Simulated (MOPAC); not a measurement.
MOPAC input (PM7):

```
PM7 1SCF UHF MS=0.5 GEO-OK AUX(PRECISION=9) THREADS=1
C6H13

C     2.55642617 1    0.04130018 1   -0.64730132 1
C     1.13546193 1    0.45725321 1   -0.76755704 1
C     0.05668055 1   -0.18055245 1    0.04378963 1
C     0.17053696 1    0.22017918 1    1.52980535 1
C    -1.33051595 1    0.13869590 1   -0.53193345 1
C    -2.48436442 1   -0.60721000 1    0.13243711 1
H     3.04991275 1    0.48602525 1    0.23097054 1
H     3.14233795 1    0.34297366 1   -1.51773699 1
H     2.64716327 1   -1.04357288 1   -0.53321122 1
H     0.90558156 1    1.37961327 1   -1.29036282 1
H     0.19873043 1   -1.27042574 1   -0.00229357 1
H     1.16658813 1    0.00200929 1    1.91710144 1
H    -0.54972898 1   -0.32020995 1    2.14605454 1
H    -0.01105129 1    1.29104900 1    1.65046120 1
H    -1.31837314 1   -0.09614802 1   -1.59988878 1
H    -1.49899303 1    1.21880560 1   -0.45821248 1
H    -2.32405443 1   -1.68791178 1    0.09745324 1
H    -2.60589302 1   -0.32394877 1    1.17893700 1
H    -3.42757156 1   -0.39625512 1   -0.37471389 1
```

Output:

```
 *******************************************************************************
 **                                                                           **
 **                              MOPAC v23.2.5                                **
 **                                                                           **
 *******************************************************************************
 ** MOPAC's Digital Object Identifier: https://doi.org/10.5281/zenodo.6511958 **
 **                                                                           **
 ** Please cite the open-source release paper for use of this MOPAC version:  **
 ** J. E. Moussa and J. J. P. Stewart (2026)                                  **
 ** MOPAC: An open-source semiempirical molecular orbital program             **
 ** J. Open Source Softw., 11(119), 8025, https://doi.org/10.21105/joss.08025 **
 *******************************************************************************

                              PM7 CALCULATION RESULTS

 *******************************************************************************
 *  PM7        - The PM7 Hamiltonian to be used
 *  GEO-OK     - OVERRIDE INTERATOMIC DISTANCE AND OTHER SAFETY CHECKS
 *  UHF        - UNRESTRICTED HARTREE-FOCK CALCULATION
 *  MS=        - IN MECI, MAGNETIC COMPONENT OF SPIN =  0.5
 *  1SCF       - DO 1 SCF AND THEN STOP
 *  AUX        - OUTPUT AUXILIARY INFORMATION
 *******************************************************************************
PM7 1SCF UHF MS=0.5 GEO-OK AUX(PRECISION=9) THREADS=1
 C6H13

   ATOM   CHEMICAL          X               Y               Z
  NUMBER   SYMBOL      (ANGSTROMS)     (ANGSTROMS)     (ANGSTROMS)

     1       C          2.55642617  *   0.04130018  *  -0.64730132  *
     2       C          1.13546193  *   0.45725321  *  -0.76755704  *
     3       C          0.05668055  *  -0.18055245  *   0.04378963  *
     4       C          0.17053696  *   0.22017918  *   1.52980535  *
     5       C         -1.33051595  *   0.13869590  *  -0.53193345  *
     6       C         -2.48436442  *  -0.60721000  *   0.13243711  *
     7       H          3.04991275  *   0.48602525  *   0.23097054  *
     8       H          3.14233795  *   0.34297366  *  -1.51773699  *
     9       H          2.64716327  *  -1.04357288  *  -0.53321122  *
    10       H          0.90558156  *   1.37961327  *  -1.29036282  *
    11       H          0.19873043  *  -1.27042574  *  -0.00229357  *
    12       H          1.16658813  *   0.00200929  *   1.91710144  *
    13       H         -0.54972898  *  -0.32020995  *   2.14605454  *
    14       H         -0.01105129  *   1.29104900  *   1.65046120  *
    15       H         -1.31837314  *  -0.09614802  *  -1.59988878  *
    16       H         -1.49899303  *   1.21880560  *  -0.45821248  *
    17       H         -2.32405443  *  -1.68791178  *   0.09745324  *
    18       H         -2.60589302  *  -0.32394877  *   1.17893700  *
    19       H         -3.42757156  *  -0.39625512  *  -0.37471389  *

          CARTESIAN COORDINATES

    NO.       ATOM           X           Y           Z

     1         C          2.5564      0.0413     -0.6473
     2         C          1.1355      0.4573     -0.7676
     3         C          0.0567     -0.1806      0.0438
     4         C          0.1705      0.2202      1.5298
     5         C         -1.3305      0.1387     -0.5319
     6         C         -2.4844     -0.6072      0.1324
     7         H          3.0499      0.4860      0.2310
     8         H          3.1423      0.3430     -1.5177
     9         H          2.6472     -1.0436     -0.5332
    10         H          0.9056      1.3796     -1.2904
    11         H          0.1987     -1.2704     -0.0023
    12         H          1.1666      0.0020      1.9171
    13         H         -0.5497     -0.3202      2.1461
    14         H         -0.0111      1.2910      1.6505
    15         H         -1.3184     -0.0961     -1.5999
    16         H         -1.4990      1.2188     -0.4582
    17         H         -2.3241     -1.6879      0.0975
    18         H         -2.6059     -0.3239      1.1789
    19         H         -3.4276     -0.3963     -0.3747

 General Reference for PM7:
 "Optimization of Parameters for Semiempirical Methods VI: More Modifications to the
 NDDO Approximations and Re-optimization of Parameters", J. J. P. Stewart, J. Mol. Mod., 1:32, 19 (2013)
 https://link.springer.com/article/10.1007/s00894-012-1667-x

           Empirical Formula: C6 H13  =    19 atoms

      MOLECULAR POINT GROUP   :   C1

          UHF CALCULATION, NO. OF ALPHA ELECTRONS =   19
                           NO. OF BETA  ELECTRONS =   18

 -------------------------------------------------------------------------------
 PM7 1SCF UHF MS=0.5 GEO-OK AUX(PRECISION=9) THREADS=1
 C6H13

     1SCF WAS SPECIFIED, SO BFGS WAS NOT USED
     SCF FIELD WAS ACHIEVED

                              PM7 CALCULATION
                                                       MOPAC v23.2.5 Linux

          FINAL HEAT OF FORMATION =         -8.18626 KCAL/MOL =     -34.25132 KJ/MOL

          COSMO AREA              =        148.66 SQUARE ANGSTROMS
          COSMO VOLUME            =        141.96 CUBIC ANGSTROMS

          IONIZATION POTENTIAL    =          8.614395 EV
          ALPHA SOMO LUMO (EV)    =         -8.614  4.157
          BETA  SOMO LUMO (EV)    =        -11.118  1.035
          NO. OF ALPHA ELECTRONS  =         19
          NO. OF BETA  ELECTRONS  =         18
          MOLECULAR WEIGHT        =         85.1687         POINT GROUP:  C1

          MOLECULAR DIMENSIONS (Angstroms)

            Atom       Atom       Distance
            H    19    H     8     6.70945
            H    15    H    12     3.89231
            H    14    H    17     2.79042

          SCF CALCULATIONS        =          1

   ATOM   CHEMICAL          X               Y               Z
  NUMBER   SYMBOL      (ANGSTROMS)     (ANGSTROMS)     (ANGSTROMS)

     1       C          2.55642617  *   0.04130018  *  -0.64730132  *
     2       C          1.13546193  *   0.45725321  *  -0.76755704  *
     3       C          0.05668055  *  -0.18055245  *   0.04378963  *
     4       C          0.17053696  *   0.22017918  *   1.52980535  *
     5       C         -1.33051595  *   0.13869590  *  -0.53193345  *
     6       C         -2.48436442  *  -0.60721000  *   0.13243711  *
     7       H          3.04991275  *   0.48602525  *   0.23097054  *
     8       H          3.14233795  *   0.34297366  *  -1.51773699  *
     9       H          2.64716327  *  -1.04357288  *  -0.53321122  *
    10       H          0.90558156  *   1.37961327  *  -1.29036282  *
    11       H          0.19873043  *  -1.27042574  *  -0.00229357  *
    12       H          1.16658813  *   0.00200929  *   1.91710144  *
    13       H         -0.54972898  *  -0.32020995  *   2.14605454  *
    14       H         -0.01105129  *   1.29104900  *   1.65046120  *
    15       H         -1.31837314  *  -0.09614802  *  -1.59988878  *
    16       H         -1.49899303  *   1.21880560  *  -0.45821248  *
    17       H         -2.32405443  *  -1.68791178  *   0.09745324  *
    18       H         -2.60589302  *  -0.32394877  *   1.17893700  *
    19       H         -3.42757156  *  -0.39625512  *  -0.37471389  *

                             CARTESIAN COORDINATES

   1    C        2.556426170     0.041300180    -0.647301320
   2    C        1.135461930     0.457253210    -0.767557040
   3    C        0.056680550    -0.180552450     0.043789630
   4    C        0.170536960     0.220179180     1.529805350
   5    C       -1.330515950     0.138695900    -0.531933450
   6    C       -2.484364420    -0.607210000     0.132437110
   7    H        3.049912750     0.486025250     0.230970540
   8    H        3.142337950     0.342973660    -1.517736990
   9    H        2.647163270    -1.043572880    -0.533211220
  10    H        0.905581560     1.379613270    -1.290362820
  11    H        0.198730430    -1.270425740    -0.002293570
  12    H        1.166588130     0.002009290     1.917101440
  13    H       -0.549728980    -0.320209950     2.146054540
  14    H       -0.011051290     1.291049000     1.650461200
  15    H       -1.318373140    -0.096148020    -1.599888780
  16    H       -1.498993030     1.218805600    -0.458212480
  17    H       -2.324054430    -1.687911780     0.097453240
  18    H       -2.605893020    -0.323948770     1.178937000
  19    H       -3.427571560    -0.396255120    -0.374713890

           Empirical Formula: C6 H13  =    19 atoms

      MOLECULAR POINT GROUP   :   C1

          ALPHA EIGENVALUES
 -29.38062 -26.61164 -24.86479 -22.83395 -19.99657 -18.95569 -15.94530 -15.63057
 -14.66140 -14.34391 -13.85659 -13.54583 -13.11002 -12.67988 -12.49114 -11.49819
 -11.45088 -11.16283  -8.61440   4.15735   4.18740   4.54199   4.92366   4.99007
   5.67470   5.71435   5.79327   5.91269   6.01409   6.03018   6.22504   6.35854
   6.62163   6.83177   6.97310   7.08973   7.19919

           BETA EIGENVALUES
 -29.31006 -26.51119 -24.81232 -22.75936 -19.88724 -18.78865 -15.90880 -15.50981
 -14.57773 -14.05017 -13.79040 -13.45873 -13.08292 -12.60610 -12.43340 -11.41493
 -11.36694 -11.11829   1.03491   4.20968   4.32792   4.61512   5.09081   5.22727
   5.71263   5.79714   5.83849   5.91931   6.03098   6.05301   6.22970   6.45628
   6.75378   6.83421   7.01082   7.09993   7.20604

              NET ATOMIC CHARGES AND DIPOLE CONTRIBUTIONS

  ATOM NO.   TYPE          CHARGE      No. of ELECS.   s-Pop       p-Pop
    1          C          -0.442608        4.4426     1.04505     3.39756
    2          C          -0.180585        4.1806     1.11841     3.06217
    3          C          -0.098576        4.0986     1.05048     3.04809
    4          C          -0.437210        4.4372     1.05461     3.38260
    5          C          -0.263774        4.2638     1.05338     3.21040
    6          C          -0.435131        4.4351     1.04956     3.38557
    7          H           0.157289        0.8427     0.84271
    8          H           0.149736        0.8503     0.85026
    9          H           0.151213        0.8488     0.84879
   10          H           0.133980        0.8660     0.86602
   11          H           0.138313        0.8617     0.86169
   12          H           0.141123        0.8589     0.85888
   13          H           0.143405        0.8566     0.85659
   14          H           0.144687        0.8553     0.85531
   15          H           0.136632        0.8634     0.86337
   16          H           0.136073        0.8639     0.86393
   17          H           0.142109        0.8579     0.85789
   18          H           0.142794        0.8572     0.85721
   19          H           0.140528        0.8595     0.85947
 DIPOLE           X         Y         Z       TOTAL
 POINT-CHG.     0.147    -0.098     0.267     0.320
 HYBRID         0.084     0.023     0.183     0.203
 SUM            0.231    -0.076     0.450     0.512

          ATOMIC ORBITAL ELECTRON POPULATIONS

     Atom    s        px        py        pz
    1  C   1.04505   1.06137   1.16712   1.16907
    2  C   1.11841   0.96151   1.05971   1.04095
    3  C   1.05048   0.97694   1.10448   0.96668
    4  C   1.05461   1.16877   1.16782   1.04601
    5  C   1.05338   0.98558   1.11888   1.10593
    6  C   1.04956   1.09126   1.14335   1.15097
    7  H   0.84271
    8  H   0.85026
    9  H   0.84879
   10  H   0.86602
   11  H   0.86169
   12  H   0.85888
   13  H   0.85659
   14  H   0.85531
   15  H   0.86337
   16  H   0.86393
   17  H   0.85789
   18  H   0.85721
   19  H   0.85947

                    (SZ)    =    0.500000
                    (S**2)  =    0.753808

          ATOMIC ORBITAL SPIN POPULATIONS

    Atom   Total    s     px     py     pz
         Atomic
    1  C -0.0437 -0.006 -0.026 -0.006 -0.005
    2  C  1.0125  0.032  0.057  0.335  0.588
    3  C -0.0526 -0.006 -0.014 -0.012 -0.020
    4  C  0.0432  0.008  0.001  0.003  0.031
    5  C  0.0057  0.001  0.003  0.001  0.001
    6  C -0.0008 -0.000 -0.000 -0.000 -0.000
    7  H  0.0356  0.036
    8  H  0.0075  0.007
    9  H  0.0108  0.011
   10  H -0.0283 -0.028
   11  H  0.0138  0.014
   12  H -0.0012 -0.001
   13  H -0.0004 -0.000
   14  H -0.0014 -0.001
   15  H -0.0006 -0.001
   16  H -0.0003 -0.000
   17  H  0.0000  0.000
   18  H  0.0000  0.000
   19  H  0.0001  0.000

 **********************
 *                    *
 * JOB ENDED NORMALLY *
 *                    *
 **********************

 == MOPAC DONE ==
```

The geometry given is a B3LYP-D3(BJ)/def2-TZVP minimum.
